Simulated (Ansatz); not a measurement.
The same path of CH6BSb (9 atoms, charge 0, multiplicity 1) was run twice with different band settings. The coordinate that changes most is the dihedral H5–B1–Sb2–C3.

The calculation used RKS PBE-D4/def2-SVP in Ansatz.

Relaxed end points:

```xyz
9
Properties=species:S:1:pos:R:3
B -0.732 0.670 -1.578
Sb 0.753 1.005 0.025
C 0.641 -0.950 1.030
H -0.739 -0.387 -2.181
H -1.427 1.587 -1.970
H -0.312 1.858 1.087
H -0.399 -1.187 1.316
H 1.286 -0.928 1.928
H 1.018 -1.715 0.326
```

```xyz
9
Properties=species:S:1:pos:R:3
B -0.734 0.671 -1.578
Sb 0.759 0.998 0.020
C 0.640 -0.952 1.032
H -1.414 1.598 -1.975
H -0.762 -0.389 -2.174
H -0.299 1.862 1.080
H -0.403 -1.190 1.308
H 1.276 -0.925 1.935
H 1.026 -1.719 0.334
```

Common settings: movable images 5; climbing image yes; optimiser quadratic models (default); start path through a guess of the saddle point; force threshold 0.05 eV/Å; iteration limit 60; end points relaxed.

| run | spring |
| --- | --- |
| 1 | 5.0 eV/Å² |
| 2 | 50.0 eV/Å² |

(1) What does each run give, and how far can it be trusted?

Answers

(1) Run 1: converged after 9 iterations, highest image 0.232 eV above the first end. A vibrational analysis at the climbing image gives one clearly imaginary mode, 231i cm⁻¹: a first-order saddle point.
Run 2: converged after 7 iterations, highest image 0.232 eV above the first end. Another band between the same ends (5 images) ends at a top of the same energy, where a vibrational analysis finds 1 clearly imaginary mode.
